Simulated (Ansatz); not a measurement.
Ansatz (a first-principles code) input (B3LYP-D3(BJ)/def2-TZVP):

Ansatz 0.2 input:
```yaml
crystal:
  periodic: [false, false, false]
  atoms:
    - {symbol: C, position_ang: [-0.94901568, -1.01257508, -0.70983657]}
    - {symbol: C, position_ang: [0.24450480, -0.15921795, -0.50834521]}
    - {symbol: C, position_ang: [1.47745255, -0.93710708, -0.00339696]}
    - {symbol: C, position_ang: [-0.01269762, 1.02923577, 0.39617433]}
    - {symbol: O, position_ang: [-1.07127765, 1.32092208, 0.88490891]}
    - {symbol: H, position_ang: [-1.91551138, -0.69633897, -0.34811773]}
    - {symbol: H, position_ang: [-0.86170769, -1.94172886, -1.25473583]}
    - {symbol: H, position_ang: [0.54655876, 0.30012272, -1.46861752]}
    - {symbol: H, position_ang: [1.74151269, -1.72302001, -0.71078265]}
    - {symbol: H, position_ang: [2.34084479, -0.27775317, 0.10752371]}
    - {symbol: H, position_ang: [1.26900241, -1.40259850, 0.96069998]}
    - {symbol: H, position_ang: [0.88805747, 1.65192600, 0.58718537]}
basis:
  gaussian:
    orbitals: def2-TZVP
hamiltonian:
  xc: b3lyp
  dispersion: d3bj
magnetization: {spin_polarized: true, initial_magnetization: 1}
phonons: {temperatures: {t_min: 298.15, t_max: 298.15, t_step: 100}}
```

Output:

```
Functional definition: B3LYP
integrals: 0.10 GiB planned
1179 factors; their error is unknown
mean field: 1.26 GiB planned
mean field evaluation 1: about -6299.7579 eV, gradient 4.8e1 eV
mean field evaluation 2: about -6291.3058 eV, gradient 6.5e1 eV
mean field evaluation 4: about -6309.7675 eV, gradient 5.2e0 eV
mean field evaluation 8: about -6309.8799 eV, gradient 7.6e-2 eV
mean field evaluation 16: about -6309.8578 eV, gradient 6.0e-4 eV
mean field -6309.85778412 eV, -231.8829965914 hartree, gradient 7.2e-5 eV, S^2 0.753898; 0 other end points of the search recorded, 0 dependent functions left out
the calculation of the forces begins
reference -6309.85806052 eV, -231.8830067486 hartree; 20, 19 occupied and 177, 178 virtual orbitals, 1179 factors
these checks for a lower state are left out or cut short: stability, starts, cluster_reference, orbital_swaps, neighbouring_geometries, increment
integrals: 0.10 GiB planned
1179 factors; their error is unknown
mean field: 1.26 GiB planned
mean field -6309.85756762 eV, -231.8829886348 hartree, gradient 3.1e-6 eV, S^2 0.753901; 0 other end points of the search recorded, 0 dependent functions left out
the calculation of the forces begins
reference -6309.85784401 eV, -231.8829987921 hartree; 20, 19 occupied and 177, 178 virtual orbitals, 1179 factors
these checks for a lower state are left out or cut short: stability, starts, cluster_reference, orbital_swaps, neighbouring_geometries, increment
integrals: 0.10 GiB planned
1179 factors; their error is unknown
mean field: 1.26 GiB planned
mean field evaluation 32: about -6309.8577 eV, gradient 4.2e-4 eV
mean field -6309.85766043 eV, -231.8829920456 hartree, gradient 2.9e-6 eV, S^2 0.753894; 0 other end points of the search recorded, 0 dependent functions left out
the calculation of the forces begins
reference -6309.85793682 eV, -231.8830022029 hartree; 20, 19 occupied and 177, 178 virtual orbitals, 1179 factors
these checks for a lower state are left out or cut short: stability, starts, cluster_reference, orbital_swaps, neighbouring_geometries, increment
integrals: 0.10 GiB planned
1179 factors; their error is unknown
mean field: 1.25 GiB planned
mean field -6309.85761006 eV, -231.8829901947 hartree, gradient 1.6e-6 eV, S^2 0.753901; 0 other end points of the search recorded, 0 dependent functions left out
the calculation of the forces begins
reference -6309.85788647 eV, -231.8830003525 hartree; 20, 19 occupied and 177, 178 virtual orbitals, 1179 factors
these checks for a lower state are left out or cut short: stability, starts, cluster_reference, orbital_swaps, neighbouring_geometries, increment
integrals: 0.10 GiB planned
1179 factors; their error is unknown
mean field: 1.26 GiB planned
mean field -6309.85766677 eV, -231.8829922787 hartree, gradient 2.8e-6 eV, S^2 0.753894; 0 other end points of the search recorded, 0 dependent functions left out
the calculation of the forces begins
reference -6309.85794315 eV, -231.8830024355 hartree; 20, 19 occupied and 177, 178 virtual orbitals, 1179 factors
these checks for a lower state are left out or cut short: stability, starts, cluster_reference, orbital_swaps, neighbouring_geometries, increment
integrals: 0.10 GiB planned
1179 factors; their error is unknown
mean field: 1.26 GiB planned
mean field -6309.85769457 eV, -231.8829933002 hartree, gradient 3.1e-6 eV, S^2 0.753897; 0 other end points of the search recorded, 0 dependent functions left out
the calculation of the forces begins
reference -6309.85797097 eV, -231.8830034578 hartree; 20, 19 occupied and 177, 178 virtual orbitals, 1179 factors
these checks for a lower state are left out or cut short: stability, starts, cluster_reference, orbital_swaps, neighbouring_geometries, increment
integrals: 0.10 GiB planned
[...]
mean field: 1.26 GiB planned
mean field -6309.85777311 eV, -231.8829961867 hartree, gradient 3.0e-6 eV, S^2 0.753898; 0 other end points of the search recorded, 0 dependent functions left out
the calculation of the forces begins
reference -6309.85804952 eV, -231.8830063446 hartree; 20, 19 occupied and 177, 178 virtual orbitals, 1179 factors
these checks for a lower state are left out or cut short: stability, starts, cluster_reference, orbital_swaps, neighbouring_geometries, increment
integrals: 0.10 GiB planned
1179 factors; their error is unknown
mean field: 1.26 GiB planned
mean field -6309.85776513 eV, -231.8829958934 hartree, gradient 3.0e-6 eV, S^2 0.753898; 0 other end points of the search recorded, 0 dependent functions left out
the calculation of the forces begins
reference -6309.85804151 eV, -231.8830060501 hartree; 20, 19 occupied and 177, 178 virtual orbitals, 1179 factors
these checks for a lower state are left out or cut short: stability, starts, cluster_reference, orbital_swaps, neighbouring_geometries, increment
integrals: 0.10 GiB planned
1179 factors; their error is unknown
mean field: 1.26 GiB planned
mean field evaluation 448: about -6309.8578 eV, gradient 3.0e-6 eV
mean field -6309.85779203 eV, -231.8829968819 hartree, gradient 3.0e-6 eV, S^2 0.753897; 0 other end points of the search recorded, 0 dependent functions left out
the calculation of the forces begins
reference -6309.85806843 eV, -231.8830070392 hartree; 20, 19 occupied and 177, 178 virtual orbitals, 1179 factors
these checks for a lower state are left out or cut short: stability, starts, cluster_reference, orbital_swaps, neighbouring_geometries, increment
integrals: 0.10 GiB planned
1179 factors; their error is unknown
mean field: 1.26 GiB planned
mean field -6309.85773825 eV, -231.8829949054 hartree, gradient 3.0e-6 eV, S^2 0.753898; 0 other end points of the search recorded, 0 dependent functions left out
the calculation of the forces begins
reference -6309.85801464 eV, -231.8830050626 hartree; 20, 19 occupied and 177, 178 virtual orbitals, 1179 factors
these checks for a lower state are left out or cut short: stability, starts, cluster_reference, orbital_swaps, neighbouring_geometries, increment
integrals: 0.10 GiB planned
1179 factors; their error is unknown
mean field: 1.26 GiB planned
mean field -6309.85772903 eV, -231.8829945667 hartree, gradient 3.0e-6 eV, S^2 0.753898; 0 other end points of the search recorded, 0 dependent functions left out
the calculation of the forces begins
reference -6309.85800540 eV, -231.8830047230 hartree; 20, 19 occupied and 177, 178 virtual orbitals, 1179 factors
these checks for a lower state are left out or cut short: stability, starts, cluster_reference, orbital_swaps, neighbouring_geometries, increment
integrals: 0.10 GiB planned
1179 factors; their error is unknown
mean field: 1.26 GiB planned
mean field -6309.85777849 eV, -231.8829963845 hartree, gradient 3.0e-6 eV, S^2 0.753897; 0 other end points of the search recorded, 0 dependent functions left out
the calculation of the forces begins
reference -6309.85805491 eV, -231.8830065426 hartree; 20, 19 occupied and 177, 178 virtual orbitals, 1179 factors
these checks for a lower state are left out or cut short: stability, starts, cluster_reference, orbital_swaps, neighbouring_geometries, increment
integrals: 0.10 GiB planned
1179 factors; their error is unknown
mean field: 1.26 GiB planned
mean field -6309.85772149 eV, -231.8829942897 hartree, gradient 3.0e-6 eV, S^2 0.753898; 0 other end points of the search recorded, 0 dependent functions left out
the calculation of the forces begins
reference -6309.85799793 eV, -231.8830044486 hartree; 20, 19 occupied and 177, 178 virtual orbitals, 1179 factors
these checks for a lower state are left out or cut short: stability, starts, cluster_reference, orbital_swaps, neighbouring_geometries, increment
integrals: 0.10 GiB planned
1179 factors; their error is unknown
mean field: 1.26 GiB planned
mean field evaluation 480: about -6309.8577 eV, gradient 4.2e-4 eV
mean field -6309.85768048 eV, -231.8829927825 hartree, gradient 3.0e-6 eV, S^2 0.753898; 0 other end points of the search recorded, 0 dependent functions left out
the calculation of the forces begins
reference -6309.85795683 eV, -231.8830029381 hartree; 20, 19 occupied and 177, 178 virtual orbitals, 1179 factors
these checks for a lower state are left out or cut short: stability, starts, cluster_reference, orbital_swaps, neighbouring_geometries, increment
integrals: 0.10 GiB planned
1179 factors; their error is unknown
mean field: 1.26 GiB planned
mean field -6309.85772430 eV, -231.8829943930 hartree, gradient 3.0e-6 eV, S^2 0.753898; 0 other end points of the search recorded, 0 dependent functions left out
the calculation of the forces begins
reference -6309.85800070 eV, -231.8830045504 hartree; 20, 19 occupied and 177, 178 virtual orbitals, 1179 factors
these checks for a lower state are left out or cut short: stability, starts, cluster_reference, orbital_swaps, neighbouring_geometries, increment
integrals: 0.10 GiB planned
1179 factors; their error is unknown
mean field: 1.26 GiB planned
mean field -6309.85771621 eV, -231.8829940957 hartree, gradient 2.9e-6 eV, S^2 0.753898; 0 other end points of the search recorded, 0 dependent functions left out
the calculation of the forces begins
reference -6309.85799260 eV, -231.8830042527 hartree; 20, 19 occupied and 177, 178 virtual orbitals, 1179 factors
these checks for a lower state are left out or cut short: stability, starts, cluster_reference, orbital_swaps, neighbouring_geometries, increment
integrals: 0.10 GiB planned
1179 factors; their error is unknown
mean field: 1.26 GiB planned
mean field -6309.85777821 eV, -231.8829963741 hartree, gradient 3.0e-6 eV, S^2 0.753898; 0 other end points of the search recorded, 0 dependent functions left out
the calculation of the forces begins
reference -6309.85805463 eV, -231.8830065322 hartree; 20, 19 occupied and 177, 178 virtual orbitals, 1179 factors
these checks for a lower state are left out or cut short: stability, starts, cluster_reference, orbital_swaps, neighbouring_geometries, increment
integrals: 0.10 GiB planned
1179 factors; their error is unknown
mean field: 1.26 GiB planned
mean field -6309.85771341 eV, -231.8829939927 hartree, gradient 3.0e-6 eV, S^2 0.753898; 0 other end points of the search recorded, 0 dependent functions left out
the calculation of the forces begins
reference -6309.85798978 eV, -231.8830041491 hartree; 20, 19 occupied and 177, 178 virtual orbitals, 1179 factors
these checks for a lower state are left out or cut short: stability, starts, cluster_reference, orbital_swaps, neighbouring_geometries, increment
integrals: 0.10 GiB planned
1179 factors; their error is unknown
mean field: 1.26 GiB planned
mean field evaluation 512: about -6309.8720 eV, gradient 4.1e-1 eV
mean field -6309.85778214 eV, -231.8829965186 hartree, gradient 3.0e-6 eV, S^2 0.753898; 0 other end points of the search recorded, 0 dependent functions left out
the calculation of the forces begins
reference -6309.85805854 eV, -231.8830066759 hartree; 20, 19 occupied and 177, 178 virtual orbitals, 1179 factors
these checks for a lower state are left out or cut short: stability, starts, cluster_reference, orbital_swaps, neighbouring_geometries, increment
integrals: 0.10 GiB planned
1179 factors; their error is unknown
mean field: 1.26 GiB planned
mean field -6309.85775852 eV, -231.8829956505 hartree, gradient 3.0e-6 eV, S^2 0.753897; 0 other end points of the search recorded, 0 dependent functions left out
the calculation of the forces begins
reference -6309.85803491 eV, -231.8830058077 hartree; 20, 19 occupied and 177, 178 virtual orbitals, 1179 factors
Total energy: -6310.25247238 eV, -231.8975011173 hartree
Atom 0 at    -0.949016    -1.012575    -0.709837 Å, force    -0.000103    -0.000245    -0.000302 eV/Å
Atom 1 at     0.244505    -0.159218    -0.508345 Å, force    -0.000211     0.000459    -0.000074 eV/Å
Atom 2 at     1.477453    -0.937107    -0.003397 Å, force     0.000450    -0.000184    -0.000055 eV/Å
Atom 3 at    -0.012698     1.029236     0.396174 Å, force    -0.001451    -0.000297     0.000171 eV/Å
Atom 4 at    -1.071278     1.320922     0.884909 Å, force     0.000570    -0.000021     0.000096 eV/Å
Atom 5 at    -1.915511    -0.696339    -0.348118 Å, force     0.000220     0.000273     0.000150 eV/Å
Atom 6 at    -0.861708    -1.941729    -1.254736 Å, force    -0.000032     0.000117     0.000188 eV/Å
Atom 7 at     0.546559     0.300123    -1.468618 Å, force     0.000352    -0.000490    -0.000129 eV/Å
Atom 8 at     1.741513    -1.723020    -0.710783 Å, force     0.000075     0.000121    -0.000123 eV/Å
Atom 9 at     2.340845    -0.277753     0.107524 Å, force    -0.000033     0.000008     0.000073 eV/Å
Atom 10 at     1.269002    -1.402599     0.960700 Å, force    -0.000188     0.000122    -0.000010 eV/Å
Atom 11 at     0.888057     1.651926     0.587185 Å, force     0.000352     0.000136     0.000016 eV/Å
Dipole moment:     0.481505    -0.220627    -0.278621 e Å
Vibrations: 87.20 164.93 228.69 287.99 343.01 394.39 521.61 640.02 815.33 902.61 927.26 966.33 1065.93 1122.52 1164.35 1268.22 1332.99 1401.91 1415.36 1453.65 1495.00 1502.96 1807.32 2865.48 2896.01 3036.04 3100.60 3112.98 3159.86 3269.80 cm⁻¹, zero-point energy 2.650185 eV
```

It need not be the lowest isomer of its formula.
